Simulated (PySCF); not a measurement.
Spectrum to structure. Theory: TDDFT PBE0/def2-SVPD, vertical, gas phase, core orbitals frozen in the response in PySCF 2.14.0, density-fitted response routines. Geometries: GFN2-xTB, one conformer each.

```csv
state,E (eV),f
S1,6.09,0.024
S2,6.31,0.044
S3,6.70,0.032
S4,6.79,0.0091
S5,6.84,0.012
S6,6.90,0.041
S7,7.05,0.056
S8,7.07,0.192
```

Orbital energies (eV): HOMO-3 -8.28, HOMO-2 -8.15, HOMO-1 -7.62, HOMO -7.36, LUMO -0.19, LUMO+1 0.35, LUMO+2 0.46.

Question: Which structure fits? All have the formula C5H12Si2.
A. `C=CCC1[SiH2]C[SiH2]1`
B. `C=C[Si@@H]1C[SiH2][C@H]1C`
C. `[Si@@H]1([C@@H](C)[SiH2]C1)C=C`
D. `C#CCC(C)([SiH3])[SiH3]`
E. `C#CC[Si](C)(C)[SiH3]`

Answer: A. Its S1 lies at 6.09 eV; the nearest of the others has S1 at 6.39 eV. S1 is HOMO-1→LUMO (76%), HOMO→LUMO (18%). Löwdin shares by element: HOMO carbon 71% or more, silicon 6% or more (atoms not listed hold the other 23%); LUMO silicon 32%, carbon 18% or more (atoms not listed hold the other 50%). At the same level the other candidates give, for their lowest levels:
- `C=C[Si@@H]1C[SiH2][C@@H]1C`: 5.41 eV (f 0.027); 5.95 eV (f 0.100); 6.05 eV (f 0.020); 6.46 eV (f 0.010); 6.54 eV (f 0.002); T1 4.11 eV; HOMO -7.32, LUMO -0.79 eV
- `C#CC[Si](C)(C)[SiH3]`: 6.39 eV (f 0.002); 6.56 eV (f 0.029); 6.67 eV (f 0.007); 6.76 eV (f 0.007); 6.86 eV (f 0.003); T1 5.37 eV; HOMO -7.28, LUMO 0.29 eV
- `C=C[Si@@H]1C[SiH2][C@H]1C`: 5.34 eV (f 0.014); 5.91 eV (f 0.136); 6.08 eV (f 0.049); 6.44 eV (f 0.006); 6.58 eV (f 0.001); T1 4.08 eV; HOMO -7.31, LUMO -0.80 eV
- `C#CCC(C)([SiH3])[SiH3]`: 6.55 eV (f 0.001); 6.78 eV (f 0.015); 6.86 eV (f 0.001); 7.03 eV (f 0.042); 7.29 eV (f 0.031); T1 5.38 eV; HOMO -7.84, LUMO 0.14 eV

The values belong to the conformer `[CH2:1]=[CH:2][CH2:3][CH:4]1[SiH2:5][CH2:6][SiH2:7]1`: C1–C2–C3–C4 114°, C2–C3–C4–Si5 -68°.
Triplets come from the Tamm–Dancoff approximation.
